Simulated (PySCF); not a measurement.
Species: C2H11AlO2Si.
Numbering: `[CH3:1][O+:2]([AlH3-:3])[CH2:4][O:5][SiH3:6]` (hydrogens: H7, H8, H9 on C1; H10, H11, H12 on Al3; H13, H14 on C4; H15, H16, H17 on Si6)

Level of theory: PBE0-D3(BJ)/def2-SVP geometry optimisation, gas phase in PySCF.

(1) Give the optimised bond lengths and angles.

Results:

(1) 
| bond | length (Å) |
| --- | --- |
| C1–O2 | 1.424 |
| O2–Al3 | 1.994 |
| O2–C4 | 1.428 |
| C4–O5 | 1.364 |
| O5–Si6 | 1.694 |
| C1–H7, C1–H8, C1–H9 | 1.099 |
| Al3–H10, Al3–H11, Al3–H12 | 1.605 |
| C4–H13, C4–H14 | 1.103 |
| Si6–H15, Si6–H16, Si6–H17 | 1.489 |

Bonds in one row agree within 0.01 Å and their mean is given. A selection of angles:
| angle | degrees |
| --- | --- |
| O2–C1–H7 | 107.0 |
| O2–C1–H8 | 109.7 |
| H7–C1–H8 | 110.1 |
| C1–O2–Al3 | 125.3 |
| C1–O2–C4 | 115.2 |
| Al3–O2–C4 | 118.6 |
| O2–Al3–H10 | 96.6 |
| O2–Al3–H11 | 98.9 |
| O2–Al3–H12 | 101.8 |
| H10–Al3–H11 | 118.3 |
| H10–Al3–H12 | 115.4 |
| H11–Al3–H12 | 118.8 |
| O2–C4–O5 | 111.7 |
| O2–C4–H13 | 104.7 |
| O2–C4–H14 | 107.6 |
| O5–C4–H13 | 113.6 |
| O5–C4–H14 | 109.1 |
| H13–C4–H14 | 110.0 |
| C4–O5–Si6 | 127.2 |
| O5–Si6–H15 | 104.0 |
| O5–Si6–H16 | 109.3 |
| O5–Si6–H17 | 111.0 |
| H15–Si6–H16 | 110.8 |
| H15–Si6–H17 | 109.9 |

Dihedral angles: C1–O2–C4–O5 66° (synclinal); O2–C4–O5–Si6 81° (synclinal). The mirror-image conformer, all signs reversed, is as good.

O2 (oxygen bonded to Al and 2 C) is almost planar (angles 125.3°, 118.6° and 115.2°, sum 359.0°, 0.09 Å off the plane of its three neighbours). The 3 C–O bonds span 1.364 Å (C4–O5, drawn single) to 1.428 Å (O2–C4, drawn single), a spread of 0.064 Å. Si6 (oxygen-bound silicon) is distorted tetrahedral (angles from 104.0° to 111.6°). Of the pairs four or more bonds apart, Si6···H10 is among the closest relative to their van der Waals radii: 3.09 Å, 94 % of the sum of Bondi's values. Al3 (aluminium bonded to O and 3 H) has angles from 96.6° to 118.8°.

Point group: C1 (no symmetry element, even within 0.4 Å). Not checked by PBE0-D3(BJ)/def2-SVP frequencies. One conformer, not necessarily the lowest.
